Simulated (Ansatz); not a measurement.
Start from `N/C(F)=[CH]/[GeH3]` and change one atom or group (the configuration at the double bond changes too) to get `F/C=[CH]/[GeH3]`.

Ansatz, PBE0-D4/def2-TZVP geometries, multiplicity 1. Each molecule was computed in one conformer, which needn't be the lowest.

Scalar relativity is left out up to krypton.

```json
{"property": "LUMO energy (ωB97M-V/def2-TZVPP) / eV", "`N/C(F)=[CH]/[GeH3]`": "2.15"}
{"property": "size of the dipole moment (ωB97M-V/def2-TZVPP) / D", "`N/C(F)=[CH]/[GeH3]`": "2.97"}
{"property": "LUMO energy (PBE/def2-TZVPP) / eV", "`N/C(F)=[CH]/[GeH3]`": "-0.45"}
{"property": "HOMO–LUMO gap (B3LYP/def2-TZVPP) / eV", "`N/C(F)=[CH]/[GeH3]`": "6.45"}
{"property": "LUMO energy (PBE0/def2-TZVPP) / eV", "`N/C(F)=[CH]/[GeH3]`": "0.47"}
{"property": "size of the dipole moment (PBE/def2-TZVPP) / D", "`N/C(F)=[CH]/[GeH3]`": "3.05"}
```

(1) What does the change do to each property? (An estimate is asked.)

Results:

(1) Ansatz gave: 
| property | `F/C=[CH]/[GeH3]` | shift |
| --- | --- | --- |
| LUMO energy (ωB97M-V/def2-TZVPP) / eV | 2.03 | -0.12 |
| size of the dipole moment (ωB97M-V/def2-TZVPP) / D | 0.91 | -2.06 |
| LUMO energy (PBE/def2-TZVPP) / eV | -1.11 | -0.66 |
| HOMO–LUMO gap (B3LYP/def2-TZVPP) / eV | 7.19 | 0.74 |
| LUMO energy (PBE0/def2-TZVPP) / eV | -0.11 | -0.58 |
| size of the dipole moment (PBE/def2-TZVPP) / D | 0.74 | -2.31 |

With PBE0 the HOMO falls by 1.30 eV and the LUMO falls by 0.58 eV, so the gap widens by about 0.72 eV. PBE moves the HOMO by -1.25 eV and ωB97M-V by -1.34 eV. Dipoles are sizes alone; their direction can turn.

Positive LUMOs are unbound, so they and the gaps depend on the basis.

B3LYP here is the variant with VWN-RPA as its local correlation; programs differ in this.
